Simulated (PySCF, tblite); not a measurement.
C₃H₇FOSi.
Geometry (GFN2-xTB, Å), atoms numbered from 1 in this order:
```xyz
13
C3H7FOSi angstrom
O      2.2760    0.3897   -0.8343
Si     1.1439   -0.4642   -0.0521
C     -0.5667   -0.7497   -0.8646
C     -1.2882    0.0298    0.2579
C     -0.0783    0.5543    1.0485
F      0.0756    1.9300    0.8759
H      2.1230    1.2991   -1.0867
H      1.8780   -1.5649    0.5417
H     -0.6971   -0.2820   -1.8396
H     -0.9149   -1.7752   -0.9573
H     -1.9038   -0.6210    0.8754
H     -1.9073    0.8458   -0.1106
H     -0.1446    0.4088    2.1281
```

The calculation used wB97X-D/def2-SVPD in PySCF (dipole) on a GFN2-xTB geometry, gas phase.

Take the most abundant isotopes and a rigid rotor. The values belong to one conformer with, in the numbering `[OH:1][Si@@H:2]1[CH2:3][CH2:4][C@@H:5]1[F:6]`, H–O1–Si2–C3 60°.

Problem. What are A, B and C (GHz)?

Solution. Ia = 133.73, Ib = 184.32, Ic = 266.76 u·Å²; 505379 MHz·u·Å²/I gives 3779, 2742 and 1894 MHz, that is A = 3.7792, B = 2.7418, C = 1.8945 GHz.

Problem. Classify the top.

Solution. An asymmetric top; Ray's κ = -0.101.

Problem. Is it planar, by Δ = Ic − Ia − Ib?

Solution. Not planar: Δ = Ic − Ia − Ib = -51.29 u·Å². For a rigid frame Δ = −2 Σ m c², so Σ m c² = 25.64 u·Å² lies off the ab plane: 10.06 from hydrogen and 15.58 from heavier atoms. The atom farthest from that plane is 1.64 Å away.

Problem. Which lines would a microwave search look for?

Solution. The dipole components are |μa| = 0.52 D, |μb| = 1.33 D, |μc| = 0.02 D. Intensities carry the squares of the components, which stand as 0.15 : 1.00 : 0.00 (a : b : c). Some lines, for components of 0.1 D or more:

```tsv
type	branch	J(Ka,Kc)	MHz	lower level (cm⁻¹)
a	Q	2(2,0) ← 2(2,1)	348	0.659
b	Q	1(1,0) ← 1(0,1)	1885	0.155
a	Q	3(1,2) ← 3(1,3)	4985	0.886
b	Q	3(1,2) ← 3(0,3)	5190	0.879
b	Q	2(2,1) ← 2(1,2)	5654	0.470
b	R	1(1,1) ← 0(0,0)	5674	0.000
a	R	2(0,2) ← 1(0,1)	8925	0.155
a	R	2(1,1) ← 1(1,0)	10120	0.218
b	R	3(1,2) ← 2(2,1)	11783	0.659
a	R	3(1,3) ← 2(1,2)	12451	0.470
b	R	3(2,2) ← 2(1,1)	17021	0.555
b	R	3(2,1) ← 2(1,2)	21035	0.470
b	R	3(3,0) ← 2(2,1)	21500	0.659
```

Problem. Estimate the classical rotational partition function at 50 K, 298.15 K and 500 K.

Solution. Point group C1, symmetry number σ = 1; q = (√π/σ)·√((kT/h)³/(ABC)), k/h = 20836.6 MHz/K: 13500 at 50 K, 196000 at 298.15 K, 425000 at 500 K.

Its GFN2-xTB frequencies are all real (lowest 45 cm⁻¹). These are rigid-rotor constants of the computed structure; measured ground-state constants (B0) also hold zero-point vibration.

On one thread of an Arm Neoverse V1, shared host, this took 27 s and 0.81 GiB of memory at its peak. This is the wB97X-D/def2-SVPD job that gave the dipole, with the excitations it also computed.
